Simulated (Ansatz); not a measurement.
C3H6SSi can be A, `C=CC([SiH3])=S`, or B, `C=C1C[SiH2]S1`.

Calculated with Ansatz (gas phase, PBE0-D4/def2-TZVP geometries, no zero-point term in ΔE). CCSD(T)/CBS is the MP2 limit (def2-TZVPP, def2-QZVPP) plus CCSD(T) − MP2 in def2-TZVPP, frozen cores. DFT in def2-TZVPP. B3LYP here is the variant with VWN-RPA as its local correlation; programs differ in this. Each species was taken in one conformer, which may not be the lowest.

(1) Which is lower in electronic energy at CCSD(T)/CBS, and by how much? (Best estimate.)

(2) Give E(B) − E(A) in kcal/mol with ωB97M-V, MP2/def2-TZVPP, B2PLYP, B3LYP, CCSD(T)/def2-TZVPP, PBE0-D4, PBE-D4. (An estimate is asked.)

Largest T1 diagnostic: 0.017.

Answers

(1) The calculation gave: B, by 28.9 kcal/mol.

(2) The calculation gave: ωB97M-V -31.5, MP2/def2-TZVPP -30.8, B2PLYP -27.0, B3LYP -25.8, CCSD(T)/def2-TZVPP -27.8, PBE0-D4 -33.6, PBE-D4 -30.4. None reverses the order clearly.

In def2-TZVPP, CCSD(T) changes the Hartree–Fock value by −0.8 kcal/mol (the triples alone add +1.2 kcal/mol) and MP2 by −3.8 kcal/mol. From PBE to PBE0 (25 % exact exchange), in def2-TZVPP and without D4, E(B) − E(A) moves by −3.3 kcal/mol.
